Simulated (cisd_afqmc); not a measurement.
Input (AFQMC/CISD/def2-SVP; cisd_afqmc is a phaseless AFQMC code with CISD trial states that reads the integrals written by Ansatz):

Ansatz 0.2 input:
```python
import cisd_afqmc

open("ham.yaml", "w").write("""\
crystal:
  periodic: [false, false, false]
  atoms:
    - {symbol: In, position_ang: [-0.00000000, -0.00000000, -0.27269741]}
    - {symbol: O, position_ang: [0.00000000, 0.00000000, 1.67027163]}
basis:
  gaussian:
    orbitals: def2-SVP
magnetization: {spin_polarized: true, initial_magnetization: 1}
correlation: {method: ccsd, electrons: outside_noble_gas, hamiltonian_folder: ham}
""")
rep = cisd_afqmc.ansatz("ham.yaml")
e_ccsd = rep["correlation"]["coupled_cluster"]["energy"]["hartree"]
out = cisd_afqmc.run("ham", e_ccsd, trial="CISD", walkers=200, populations=8, threads=8, dt=0.005, steps=40, early=36, settle=10, least=32,
    cut=5e-5, rank_cut=2e-4, target=0.0004, seconds=1500, seed=1, memory=17280, gpu=False)
```

Output:

```
orbitals 30, occupied [5, 4], factors 167 of 465, rank of the doubles 117 of 229
E(HF) = -263.962930
E(CCSD) on the cut factors = -264.178304, shift to the whole factors -0.000002
Energy of the trial state on the determinant = -264.178357
  tau behind 10.8 of longer steps, mean of the populations' last blocks
   2.0  -264.18607
   4.0  -264.18870
   6.0  -264.18748
   8.0  -264.18758
  10.0  -264.18586
  12.0  -264.18854
  14.0  -264.18789
blocks 560 (2 outliers left out), error by blocks joined: 1: 0.00021, 2: 0.00026, 4: 0.00030, 8: 0.00037, 16: 0.00039
E(AFQMC/CISD) = -264.18764 +/- 0.00039
```

The determinant is spin-contaminated: <S^2> is 0.79, 0.04 over the pure value.
